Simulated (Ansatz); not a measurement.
Homolysis of single bonds, series allyl-X. Gas-phase values, no solvent. One relaxed conformer stands for each flexible species; it need not be the lowest. Strings in code marks are SMILES.

Quantity: electronic energy of isomers of C4H8O relative to `C=CCCO`, in kJ/mol.

Case: `C=CCOC` (C–C–C–O torsion -130°, C–C–O–C torsion -177°). Geometry of `C(OC)C=C` (neutral, multiplicity 1, Å):

```xyz
13

C     -2.4537    -0.0357     0.2905
C     -1.3666    -0.2134    -0.4440
C      0.0086    -0.3268     0.1133
O      0.8616     0.5542    -0.5740
C      2.1898     0.4447    -0.1463
H     -2.3962     0.0677     1.3699
H     -3.4399     0.0109    -0.1562
H     -1.4425    -0.3038    -1.5249
H      0.3751    -1.3613    -0.0057
H      0.0049    -0.1064     1.1918
H      2.7833     1.1493    -0.7293
H      2.5825    -0.5699    -0.3054
H      2.2931     0.6906     0.9202
```

### Question
Give the electronic energy of isomers of C4H8O relative to `C=CCCO` at the level frozen-core CCSD(T)/cc-pVTZ // PBE0-D4/def2-TZVP (Ansatz, a quantum-chemistry and plane-wave program).

### Answer
48.7 kJ/mol.
